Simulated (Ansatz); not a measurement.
Cost and result up the ladder for Pb₅O₈H₆, a hydroxylated oxide cluster (19 atoms). Total charge 0; singlet. Geometry: PBE-D4/def2-SVP.

```tsv
atom	x (Å)	y (Å)	z (Å)
Pb1	-0.202	0.155	-0.126
Pb2	-1.119	-2.781	1.204
Pb3	0.508	0.341	3.227
Pb4	2.905	1.412	-0.095
Pb5	1.771	-2.088	-1.814
O6	-2.069	-1.929	-0.733
O7	0.600	-2.115	0.010
O8	-1.006	-0.713	2.045
O9	1.660	0.380	1.391
O10	-0.283	2.521	2.265
O11	-0.541	-1.892	-2.774
O12	1.830	0.084	-1.536
O13	1.013	2.742	0.081
H14	-3.033	-1.780	-0.781
H15	-1.229	-1.956	-1.978
H16	0.260	2.699	1.378
H17	-1.218	2.486	1.989
H18	-0.705	-1.023	-3.186
H19	0.857	3.457	-0.565
```

Ansatz on 2 threads of AMD EPYC 7R13 on a shared host and a share (18 GiB) of an NVIDIA H100 80GB HBM3. Times are rough, and most runs start from the orbitals of an earlier one. CAM-B3LYP-D4/def2-TZVP serves as the yardstick here, not as an exact answer. Differences are given only for rows in sets of like size (and for xTB, whose basis is part of the method), since another set adds its own error. Binding counts from free atoms at the same level (Pb triplet, O triplet, H doublet; other spins of the atoms weren't run), without zero-point energy or a counterpoise term.

In the def2 sets Pb takes a core potential; there is no spin–orbit coupling. B3LYP takes the VWN-RPA correlation. Correlated methods freeze 28 core orbitals; core or outer-core shells of Pb are correlated, in sets that lack core-valence functions. The rows differ in basis, and correlated rows in double-zeta sets carry the largest basis error. Single mean-field runs in def2-TZVP are fitted with def2-universal-jkfit.

Correlated methods converge slowly with the basis, most of all in double-zeta sets.

| level | functions | wall time | binding energy per atom (eV) | difference from CAM-B3LYP-D4/def2-TZVP (eV) |
| --- | --- | --- | --- | --- |
| HF/def2-TZVP | 534 | 3.9 s | 1.96 | -1.62 |
| PBE-D4/def2-SVP | 272 | 4.4 s | 3.77 | – |
| B3LYP-D4/def2-TZVP | 534 | 4.8 s | 3.59 | 0.01 |
| CAM-B3LYP-D4/def2-TZVP | 534 | 6.5 s | 3.59 | 0.00 |
| PBE0-D4/def2-SVP | 272 | 7 s | 3.51 | – |
| PBE-D4/def2-TZVP (with forces) | 534 | 8 s | 3.76 | 0.18 |
| PBE0-D4/def2-TZVP | 534 | 8.5 s | 3.52 | -0.07 |
| r2SCAN-D4/def2-TZVP (with forces) | 534 | 9.5 s | 3.62 | 0.03 |
| MP2/def2-TZVP | 534 | 10 s | 3.65 | 0.06 |
| CCSD(T)/def2-SVP | 272 | 42 s | 3.27 | – |
